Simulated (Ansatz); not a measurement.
Geometry optimisation, RKS PBE0-D4/6-31G* (Ansatz 0.2.0).

Input:

```yaml
crystal:
  periodic: [false, false, false]
  atoms:
    - { symbol: Al, position_ang: [0.0, 0.0, 0.0] }
    - { symbol: O, position_ang: [0.0, 0.0, 2.13] }
    - { symbol: H, position_ang: [-0.9095, -0.2814, 2.4671] }
    - { symbol: O, position_ang: [1.5415, 0.0, -0.89] }
    - { symbol: H, position_ang: [1.8414, -0.9519, -1.0449] }
    - { symbol: F, position_ang: [-1.4635, 0.0, -0.845] }
    - { symbol: F, position_ang: [0.0892, 1.8864, 0.6275] }
    - { symbol: H, position_ang: [0.0593, 1.2535, 1.7062] }
basis:
  gaussian: { orbitals: "6-31G*" }
hamiltonian:
  xc: pbe0
  dispersion: d4
relax:
  f_tol: 0.15
  max_steps: 25
  restrain:
    - { distance: [0, 6], at: 2.89, k: 30.0 }
    - { distance: [7, 1], at: 2.21, k: 30.0 }
    - { distance: [0, 1], at: 1.78, k: 30.0 }
    - { distance: [7, 6], at: 0.92, k: 30.0 }
output:
  orbitals: {}
```

Launched with:

```bash
$ ansatz run input.yaml --threads 2 --pin off --max-ram 3072MiB --backend cpu --events-out ev --progress --plain --runs-dir out
```

Q: Where does it end, and by what steps?

A: It converged. The restraints hold the end off the free minimum. After 14 steps the energy has fallen by 0.415 eV (the restraints' own energy left out); H8 moved furthest, 0.64 Å. Parted: Al1–F7. Joined: F7–H8.

| step | energy less start (eV) | largest force component (eV/Å) | accepted |
| --- | --- | --- | --- |
| 0 | 0.0000 | 3.375 | yes |
| 1 | 0.1861 | 2.723 | yes |
| 2 | 0.1602 | 2.416 | yes |
| 3 | -0.0172 | 1.813 | yes |
| 4 | -0.2019 | 0.927 | yes |
| 5 | -0.2430 | 0.672 | yes |
| 6 | -0.3117 | 1.119 | yes |
| 7 | -0.3478 | 0.798 | yes |
| 8 | -0.2010 | 2.468 | no |
| 9 | -0.3674 | 0.790 | yes |
| 10 | -0.3872 | 0.847 | yes |
| 11 | -0.4082 | 0.894 | yes |
| 12 | -0.3475 | 2.071 | no |
| 13 | -0.4109 | 0.860 | yes |
| 14 | -0.4148 | 0.889 | yes |

```xyz
8
Properties=species:S:1:pos:R:3
Al -0.146 -0.264 -0.044
O -0.025 -0.323 1.706
H -0.847 -0.503 2.176
O 1.220 -0.477 -1.021
H 2.083 -0.592 -0.612
F -1.643 -0.196 -0.724
F 0.241 2.404 0.958
H 0.276 1.858 1.712
```

Whether the end is a true minimum wasn't checked by a vibrational analysis.

Time of the run: 12 s on 2 threads of AMD EPYC 9B45 (Zen 5), with other jobs on the host, peak memory 0.18 GiB.
